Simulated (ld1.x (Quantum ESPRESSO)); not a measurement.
selenium, TM: configuration errors across variants

selenium, norm-conserving Troullier–Martins (Kleinman–Bylander form), made with ld1.x (Quantum ESPRESSO) 7.5 (LDA (PZ), scalar-relativistic). Core [Ar] 3d10, reference 4s2 4p4. Waves: 4p (bound): rc 1.50 bohr; 4d channel at -0.15 Ry: rc 1.25 bohr; 4s (bound): rc 1.45 bohr. Local part: the s channel. Core correction: a·sin(br)/r model core inside 0.65 bohr.

All-electron excitation energies from the reference (eV): (1) 4s2 4p3 11.009; (2) 4s2 4p2 31.567; (3) 4s2 4p1 62.723; (4) 4s2 4p3.5 4.387; (5) 4s1 4p5 10.939; (6) 4s2 4p4.3 -1.637; (7) 4s1 4p4 22.594; (8) 4s2 4p4 spin -0.593; (9) 4s2 4p3 spin 9.371.

Spin tests fill each open shell by Hund’s rule, majority spin first.

1 further variants failed, have other tests or another functional or relativity, and are left out.

A true bound ghost makes a file unfit for plane-wave use even where its test errors are small: the radial tests pick states by their node count and pass the ghost by.

Errors AE − PS in meV (a dash: test not solved or not reliable):

```tsv
change	(1)	(2)	(3)	(4)	(5)	(6)	(7)	(8)	(9)	bound ghosts
base	-3.6	-19	-57	-1.0	-6.2	+0.2	-16	+1.0	-1.6	p, d
wave 4d channel at -0.15 Ry: rc 1.25 bohr becomes 4d channel at -0.08 Ry: rc 1.25 bohr	-3.6	-19	-57	-1.0	-6.2	+0.2	-16	+1.0	-1.6	p, d
local potential all-electron potential smoothed inside 1.05 bohr (lloc = -1)	+0.2	-3.0	-37	-0.1	-3.3	+0.4	-0.3	+1.2	-2.1	d, s
all radii but the core radius scaled by about 0.75 (s 1.08, p 1.12, d 0.94 bohr)	-15	-60	-105	-3.7	-19	-0.7	-73	-4.3	-14	p
core correction a·sin(br)/r model core inside 0.52 bohr	-3.6	-19	-57	-1.0	-6.2	+0.2	-16	+1.0	-1.6	p, d
```

Task: Give the same row for: wave 4p (bound): rc 1.50 bohr becomes 4p (bound): rc 1.12 bohr.

Result: -10, -50, -127, -2.3, -7.4, -0.3, -27, -3.8, -17; bound ghosts: d, p.
